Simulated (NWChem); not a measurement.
Molecule: H₂PO₄, doublet; SMILES OP(=O)(O)[O]

```xyz
7

O      0.1149     1.1717    -1.0914
P     -0.0744     0.1235     0.0023
O      0.0593     0.9180     1.2975
O      0.9543    -1.1205    -0.0783
O     -1.4507    -0.6738    -0.1628
H      1.8707    -0.8537     0.1092
H     -1.3407    -1.6352    -0.0743
```
Atoms are numbered in this order, from 1.

Program: NWChem. Pople sets run with spherical d functions. Spin-unrestricted. Coordinates come from a B3LYP/6-31G* (spherical d), spin-unrestricted optimisation. No stability test was run on the SCF state. Atomic charges in e: unrestrained fits to the electrostatic potential beside Mulliken populations; buried atoms are poorly determined by the fit.

Estimate the computed values for UHF/6-31G*. Quantities: ESP O1; Mulliken O1; ESP P2; Mulliken P2; ESP O3; Mulliken O3; ESP O4; Mulliken O4; ESP O5; Mulliken O5; relative RMS misfit of the potential (%).

The ESP O1 is -0.53 and the Mulliken O1 comes out as -0.54. The ESP P2 comes out as 1.47. The Mulliken P2 is 1.67 and the ESP O3 is -0.49. The Mulliken O3 is -0.49, the ESP O4 comes out as -0.71 and the Mulliken O4 is -0.85. The ESP O5 is -0.67. The Mulliken O5 comes out as -0.81 and the relative RMS misfit of the potential (%) is 14.
